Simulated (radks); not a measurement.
Results of a calculation; reference values are marked as such.
All-electron atom: Tl10+ in [Xe] 4f14 5d3.

Level of theory: Dirac Kohn-Sham, PBE, spin-unpolarised, spherical densities, point nucleus; open shells are shared between the two j in proportion to 2j + 1 (a radial shooting solver on a logarithmic mesh with Libxc functionals).

Energy parts (eV):
| part | energy |
|---|---|
| total | -551315.52 |
| kinetic | 639273.21 |
| electron-nucleus | -1381288.74 |
| Hartree | 200923.10 |
| exchange-correlation | -10223.08 |

Orbitals (lengths in bohr, moments of r in powers of bohr; <r^-3> diverges for s and p1/2; r(max) is where P^2 peaks):
| orbital | occ. | eigenvalue (eV) | <r^2> | r(max) | <r^-3> |
|---|---|---|---|---|---|
| 1s1/2 | 2 | -85664.76 | 0.0003686 | 0.01002 | - |
| 2s1/2 | 2 | -15382.63 | 0.005545 | 0.05834 | - |
| 2p1/2 | 2 | -14770.31 | 0.003911 | 0.04279 | - |
| 2p3/2 | 4 | -12704.23 | 0.005095 | 0.05039 | 22400 |
| 3s1/2 | 2 | -3802.138 | 0.03595 | 0.1641 | - |
| 3p1/2 | 2 | -3526.707 | 0.03271 | 0.1530 | - |
| 3p3/2 | 4 | -3067.195 | 0.03908 | 0.1684 | 5264 |
| 3d3/2 | 4 | -2614.119 | 0.02985 | 0.1309 | 922.5 |
| 3d5/2 | 6 | -2515.979 | 0.03158 | 0.1351 | 757.1 |
| 4s1/2 | 2 | -980.9367 | 0.1729 | 0.3692 | - |
| 4p1/2 | 2 | -862.3011 | 0.1757 | 0.3670 | - |
| 4p3/2 | 4 | -750.3910 | 0.2072 | 0.3983 | 1287 |
| 4d3/2 | 4 | -557.0898 | 0.2160 | 0.3899 | 204.2 |
| 4d5/2 | 6 | -536.1723 | 0.2269 | 0.3995 | 163.7 |
| 4f5/2 | 6 | -286.3241 | 0.2526 | 0.3549 | 35.68 |
| 4f7/2 | 8 | -281.6593 | 0.2593 | 0.3594 | 33.86 |
| 5s1/2 | 2 | -294.3001 | 0.8100 | 0.7998 | - |
| 5p1/2 | 2 | -252.7733 | 0.9057 | 0.8356 | - |
| 5p3/2 | 4 | -229.8176 | 1.055 | 0.9045 | 265.8 |
| 5d3/2 | 1.2 | -168.2039 | 1.388 | 1.012 | 34.32 |
| 5d5/2 | 1.8 | -164.7133 | 1.446 | 1.034 | 27.67 |

The highest occupied level is 5d5/2 at -164.71 eV. Summed over all electrons, <r^2> = 19.90 bohr^2, which gives a Langevin (diamagnetic) susceptibility term of -15.8 x 10^-6 cm^3/mol.
